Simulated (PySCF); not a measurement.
**C$_{5}$H$_{9}$NO$_{2}$: full NMR table**

| Item | Value |
| --- | --- |
| Formula | C5H9NO2 |
| SMILES | CO[C@@H]1C[C@@H]1C(N)=O |
| Point group of the computed structure | C1 |
| Degrees of unsaturation | 2 |
| Carbon signals | 5 |
| Proton signals | 7 |

Numbering as in the mapped SMILES `[CH3:1][O:2][C@@H:3]1[CH2:4][C@@H:5]1[C:6]([NH2:7])=[O:8]`. Hydrogens are named by the atom that carries them. Ha(C4) is cis to O2 on the ring; Ha(N7) is cis to the C=O or C=S heteroatom; Hb(C4) is trans to O2 on the ring; Hb(N7) is trans to the C=O or C=S heteroatom.

Isolated molecule, single conformer, averaged over atoms made equivalent by symmetry, fast rotation or ring inversion, no relativistic terms. Coordinates at the GFN2-xTB level; GIAO PBE0/pcSseg-1 shieldings; PySCF.

Shifts are taken against calculated references (same method and geometry level): TMS for 1H, 13C; 15N vs NH3; H2O for 17O.

| carbon | δC, type | δH (multiplicity) | HMBC from (2–3 bonds) | span of the C tensor (ppm) |
| --- | --- | --- | --- | --- |
| C1 | 60.3, CH3 | 3.57 (s) | H(C3) | 87 |
| C3 | 62.3, CH | 3.32 (m) | H(C1), H(C5), Ha(C4), Hb(C4) | 114 |
| C4 | 15.5, CH2 | Hb(C4) 0.85 (m); Ha(C4) 0.85 (m) | H(C3), H(C5) | 59 |
| C5 | 25.2, CH | 1.57 (m) | H(C3), Ha(C4), Hb(C4) | 86 |
| C6 | 174.5, C | – | H(C3), H(C5), Ha(C4), Hb(C4) | 175 |

Other nuclei:
| atoms | nucleus | environment | δ (ppm) | σ (ppm) |
| --- | --- | --- | --- | --- |
| Hb(N7) | 1H | hydrogen on an amide-type nitrogen | 5.82 | 25.89 |
| Ha(N7) | 1H | hydrogen on an amide-type nitrogen | 4.14 | 27.58 |
| N7 | 15N | amide-type nitrogen | 112.1 | 155.6 |
| O8 | 17O | amide-type carbonyl oxygen | 447.0 | -110.9 |
| O2 | 17O | ether oxygen | 25.9 | 310.2 |

Carbon types of the structure: 1 × C, 2 × CH, 1 × CH2, 1 × CH3, leaving 2 H on heteroatoms. δC 174.5: amide carbonyl carbon; lone-pair donation from the attached heteroatom keeps it upfield of a ketone carbonyl. δC 62.3, 25.2, 15.5: three-membered-ring carbon. δC 60.3: methyl carbon bonded to O; the inductive effect lowers its shielding. δH 5.82, 4.14: hydrogen on an amide-type nitrogen; exchangeable; this is the value without hydrogen bonding to other molecules. δH 3.32, 1.57, 0.85, 0.85: hydrogen on a three-membered-ring carbon.

OH and NH positions are those of a molecule without intermolecular hydrogen bonds; in solution they move with solvent, concentration and temperature, and exchange usually removes their couplings. The two substituents on the amide-type nitrogen aren't averaged: C–N rotation is slow on the NMR time scale. Shifts are as computed. Against solution values, carbons near 30 ppm lie about +3 ppm off and those near 130 ppm about +5 ppm. Of 1211 compounds with measured shifts, 218 miss one by over three times the rms of a fit or turn the order of signals round; such compounds aren't used in these exercises. Hydrogen bonding in solution shields acid and N–H amide carbonyl oxygens by tens of ppm. The C=O carbon of an acid or of an amide with N–H lies up to 10 ppm further downfield in solution, through hydrogen bonding that the calculation lacks. Unscaled 17O shifts of doubly bonded oxygen tend to come out too high, by tens of ppm or more. Experimental scales use liquid or dissolved standards, which lie at an offset from isolated NH3 (liquid NH3: subtract about 20 ppm) and H2O (liquid H2O: subtract about 36 ppm). Multiplicities follow the n + 1 count of equivalent neighbours, as no J values were calculated; m marks all less simple cases, F and P coupling included.
